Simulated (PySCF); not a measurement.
Isomers of C5H9NSi2, mass 139.027 u with the commonest isotopes. The calculation used CAM-B3LYP/def2-SVPD in PySCF (dipole) on a GFN2-xTB geometry, gas phase. One conformer each, none proved a minimum here; rigid rotors.

**Question.** Order these by out-of-plane moment Σ m c² = (Ia + Ib − Ic)/2, smallest first.
A. `[SiH3:1][SiH2:2][c:3]1[cH:4][cH:5][n:6][cH:7][cH:8]1` with Si1–Si2–C3–C4 89°
B. `[SiH3:1][SiH2:2][c:3]1[cH:4][cH:5][cH:6][cH:7][n:8]1` with Si1–Si2–C3–C4 113°
C. `[N:1]#[C:2][C:3]1=[C:4]([CH2:5][SiH3:6])[CH2:7][SiH2:8]1` with C3–C4–C5–Si6 91°

**Answer.** C (40.11 u·Å²), B (49.05 u·Å²), A (69.38 u·Å²).

**Question.** Order these by radius of gyration √(Σ m r²/M), smallest first.
A. `[SiH3:1][SiH2:2][c:3]1[cH:4][cH:5][cH:6][cH:7][n:8]1` with Si1–Si2–C3–C4 113°
B. `[N:1]#[C:2][C:3]1=[C:4]([CH2:5][SiH3:6])[CH2:7][SiH2:8]1` with C3–C4–C5–Si6 91°
C. `[SiH3:1][SiH2:2][c:3]1[cH:4][cH:5][n:6][cH:7][cH:8]1` with Si1–Si2–C3–C4 89°

**Answer.** B (2.282 Å), A (2.342 Å), C (2.377 Å).

**Question.** Order these by rotational constant B, smallest first.
A. `[N:1]#[C:2][C:3]1=[C:4]([CH2:5][SiH3:6])[CH2:7][SiH2:8]1` with C3–C4–C5–Si6 91°
B. `[SiH3:1][SiH2:2][c:3]1[cH:4][cH:5][n:6][cH:7][cH:8]1` with Si1–Si2–C3–C4 89°
C. `[SiH3:1][SiH2:2][c:3]1[cH:4][cH:5][cH:6][cH:7][n:8]1` with Si1–Si2–C3–C4 113°

**Answer.** B (724.1 MHz), C (772.6 MHz), A (1067 MHz).

```tsv
SMILES	point group	Ia (u·Å²)	Ib (u·Å²)	Ic (u·Å²)	κ	μa (D)	μb (D)	μc (D)
N#CC1=C(C[SiH3])C[SiH2]1	C1	290.67	473.63	684.08	-0.34	1.18	4.77	0.59
[SiH3][SiH2]c1ccncc1	Cs	156.92	697.89	716.04	-0.99	1.92	0.01	0.56
[SiH3][SiH2]c1ccccn1	C1	157.13	654.16	713.19	-0.95	1.99	0.94	0.97
```
